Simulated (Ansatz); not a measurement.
The same silylene extrusion along the group B, Al, Ga.

Calculated with Ansatz (gas phase, PBE0-D4/def2-TZVP geometries, no zero-point term in ΔE). CCSD(T)/CBS adds triple-zeta CCSD(T) − MP2 to the extrapolated MP2 energy (def2 sets, frozen cores). This one scheme is used for every species. For Ga outer-core shells are correlated without core-valence functions, which leaves a few kJ/mol of doubt a bond. Scalar relativity is left out up to krypton. One conformer a species, not always the lowest.

(1) Order these by ΔE at CCSD(T)/CBS, lowest first. (Estimate.)
A. `[NH2][AlH][SiH2]O` → `[NH2][AlH][OH]` + `[SiH2]`
B. `NB[SiH2]O` → `NBO` + `[SiH2]`
C. `[NH2][GaH][SiH2]O` → `[NH2][GaH][OH]` + `[SiH2]`

Largest T1 diagnostic: 0.014, for `[SiH2]`.

Results:

(1) A (+41.3 kcal/mol), B (+43.4 kcal/mol), C (+64.3 kcal/mol).
